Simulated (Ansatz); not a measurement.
Consider the substitution at a C–C bond: `CC(C)B(F)F` + `NB(O)O[SiH3]` → `COB(N)O[SiH3]` + `CCB(F)F`.

Isolated molecules relaxed with PBE0-D4/def2-TZVP in Ansatz; ΔE leaves out vibrations. CCSD(T)/CBS is the MP2 limit (def2-TZVPP, def2-QZVPP) plus CCSD(T) − MP2 in def2-TZVPP, frozen cores. DFT in def2-TZVPP. One conformer a species, not always the lowest.

| level | ΔE (kcal/mol) |
| --- | --- |
| r2SCAN | 10.8 |
| MP2/def2-TZVPP | 12.9 |
| HF/CBS(def2) | 8.5 |
| MP2/CBS(def2) | 13.3 |

**Question.** What does CCSD(T)/CBS give? (Best estimate.)

**Answer.** Computed: +11.9 kcal/mol. The listed levels differ from it by -1.1, 1.0, -3.4, 1.4 kcal/mol.

Largest T1 diagnostic among the species: 0.011.

In def2-TZVPP, CCSD(T) changes the Hartree–Fock value by +3.0 kcal/mol (the triples alone add +0.2 kcal/mol) and MP2 by +4.3 kcal/mol.
